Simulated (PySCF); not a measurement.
Compound: C2H7GeNSi.
SMILES: `N#C[C@H]([SiH3])[GeH3]`

Method used: PySCF 2.14.0, PBE0-D3(BJ)/def2-SVP geometry optimisation, gas phase.

Masses are those of the commonest isotopes; rigid-rotor values at the optimised geometry. 

Problem. Give the principal moments of inertia and the rotational constants in cm⁻¹.

Solution. Ia = 179.57, Ib = 293.24, Ic = 445.59 u·Å²; 505379 MHz·u·Å²/I gives 2814, 1723 and 1134 MHz, that is A = 0.09388, B = 0.05749, C = 0.03783 cm⁻¹.

Problem. Classify the top.

Solution. An asymmetric top: κ = (2 × 1723 − 2814 − 1134)/(2814 − 1134) = -0.30.

Problem. Is it planar, by Δ = Ic − Ia − Ib?

Solution. Not planar: Δ = Ic − Ia − Ib = -27.22 u·Å². For a rigid frame Δ = −2 Σ m c², so Σ m c² = 13.61 u·Å² lies off the ab plane: 8.66 from hydrogen and 4.95 from heavier atoms. The atom farthest from that plane is 1.65 Å away.

Problem. Give the other two planar moments, Paa and Pbb, and the rms extents of the mass along the axes.

Solution. Paa = Σ m a² = (Ib + Ic − Ia)/2 = 279.63 and Pbb = Σ m b² = (Ia + Ic − Ib)/2 = 165.96 u·Å². With the mass M = 146.96 u, the rms extents √(P/M) along a, b and c are 1.38, 1.06, 0.30 Å.

Problem. Give the coordinates in the principal-axis frame, origin at the centre of mass.

Solution. The sense of each axis is arbitrary; atoms in the order of the calculation.
| atom | mass (u) | a (Å) | b (Å) | c (Å) |
| --- | --- | --- | --- | --- |
| N1 | 14.003 | 1.742 | 2.262 | -0.224 |
| C2 | 12.000 | 1.253 | 1.276 | 0.142 |
| C3 | 12.000 | 0.637 | 0.036 | 0.550 |
| Si4 | 27.977 | 1.618 | -1.465 | -0.099 |
| Ge5 | 73.921 | -1.263 | -0.009 | -0.037 |
| H6 | 1.008 | 0.631 | -0.019 | 1.652 |
| H7 | 1.008 | 0.941 | -2.699 | 0.402 |
| H8 | 1.008 | 3.020 | -1.416 | 0.404 |
| H9 | 1.008 | 1.604 | -1.452 | -1.589 |
| H10 | 1.008 | -1.878 | -1.314 | 0.495 |
| H11 | 1.008 | -1.298 | 0.015 | -1.571 |
| H12 | 1.008 | -1.987 | 1.212 | 0.547 |

Problem. Which lines would a microwave search look for?

Solution. The dipole components are |μa| = 1.86 D, |μb| = 3.15 D, |μc| = 1.14 D. Intensities carry the squares of the components, which stand as 0.35 : 1.00 : 0.13 (a : b : c). Some lines, for components of 0.1 D or more:

| type | branch | J(Ka,Kc) | MHz | lower level (cm⁻¹) |
| --- | --- | --- | --- | --- |
| a | Q | 1(1,0) ← 1(1,1) | 589 | 0.132 |
| c | Q | 2(1,2) ← 2(0,2) | 684 | 0.280 |
| b | Q | 2(1,1) ← 2(0,2) | 2451 | 0.280 |
| a | R | 1(0,1) ← 0(0,0) | 2858 | 0.000 |
| b | R | 2(0,2) ← 1(1,1) | 4442 | 0.132 |
| c | R | 1(1,0) ← 0(0,0) | 4538 | 0.000 |
| b | Q | 2(2,1) ← 2(1,2) | 5041 | 0.303 |
| a | R | 2(0,2) ← 1(0,1) | 5533 | 0.095 |
| b | R | 2(1,2) ← 1(0,1) | 6217 | 0.095 |
| c | R | 2(1,1) ← 1(0,1) | 7985 | 0.095 |
| c | R | 2(2,0) ← 1(1,0) | 9759 | 0.151 |
| b | R | 2(2,0) ← 1(1,1) | 10348 | 0.132 |

Problem. Estimate the classical rotational partition function at 10 K, 100 K and 298.15 K.

Solution. Point group C1, symmetry number σ = 1; q = (√π/σ)·√((kT/h)³/(ABC)), k/h = 20836.6 MHz/K: 2270 at 10 K, 71900 at 100 K, 370000 at 298.15 K.

PBE0-D3(BJ)/def2-SVP frequencies: not computed here. These are rigid-rotor constants of the computed structure; measured ground-state constants (B0) also hold zero-point vibration. A rigid rotor knows nothing of internal rotation, which can split or shift real lines. Quadrupole hyperfine structure (14N) is left out.
